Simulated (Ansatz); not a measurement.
## Cost against result

Saddle point of SnNH₅O, singlet (SnNH₅O ([NH2][SnH2][OH]) → SnNH₃ ([NH][SnH2]) + H₂O (still joined by a long Sn–O bond); bonds formed: O2–H4; bonds broken: N3–H4; bonds weakened to dative contacts: Sn1–O2), PBE0-D4/def2-TZVP structure:

Sn1  (-0.500, 0.531, 0.642)
O2  (1.316, -0.539, -0.168)
N3  (-1.048, -0.319, -1.018)
H4  (0.520, -0.722, -0.851)
H5  (0.154, 2.110, 0.593)
H6  (-0.720, 0.032, 2.268)
H7  (2.036, -0.062, -0.596)
H8  (-1.760, -1.032, -0.870)
(Å)

Barriers are electronic and count from the start structure reached by relaxing down the imaginary mode.

Ansatz 0.2.0; basis: as named in each row; cores frozen in the correlated methods. Filled d shells of the heavier atoms are correlated. Core potentials replace the inner electrons of the atoms past krypton. The def2 sets are not built for correlating such inner shells, so the correlated values are less sure here. B3LYP uses VWN-RPA correlation. Extrapolation: Hartree–Fock as exp(−7.88 √X), correlation as X^−2.97.

Times are rough, for one single point on 4 threads of a shared host (Arm Neoverse V2).

The estimate by CCSD(T) at an estimated basis limit (MP2 extrapolated from triple and quadruple zeta, plus CCSD(T) − MP2 in triple zeta) is 213.5 kJ/mol.

```csv
method,basis,time (s),barrier (kJ/mol),method less estimate
SPW92,def2-SVP,under 1,161.8,-51.6
PBE-D4,def2-SVP,under 1,174.0,-39.5
SPW92,def2-TZVPP,under 1,174.5,-39.0
PBE0-D4,def2-SVP,under 1,199.3,-14.1
PBE-D4,def2-TZVPP,1,186.5,-27.0
BLYP-D4,def2-TZVPP,1,190.7,-22.7
BHLYP-D4,def2-TZVPP,1,236.7,23.3
PBE0-D4,def2-TZVPP,1,210.3,-3.2
B3LYP-D4,def2-TZVPP,2,210.2,-3.3
CAM-B3LYP-D4,def2-TZVPP,2,222.7,9.2
CCSD(T),def2-SVP,2,212.7,-0.8
r2SCAN-D4,def2-TZVPP,2,204.4,-9.1
B2PLYP,def2-TZVPP,3,212.1,-1.4
r2SCAN0-D4,def2-TZVPP,3,219.7,6.2
PBE-QIDH,def2-TZVPP,3,221.4,7.9
wB97M-V,def2-SVP,3,208.7,-4.7
RPA on PBE,def2-TZVPP,3,210.8,-2.7
wB97X-V,def2-TZVPP,4,228.1,14.6
B97M-V,def2-TZVPP,4,214.9,1.5
wB97M-V,def2-TZVPP,5,220.1,6.6
MP2,def2-QZVPP,8,210.0,-3.5
CCSD(T),def2-TZVPP,45,216.0,2.5
```

All methods are single points on the PBE0-D4 structures.

T1 diagnostic: at most 0.021.

Labels in which every atom is bracketed show which atoms are joined, not bond orders.
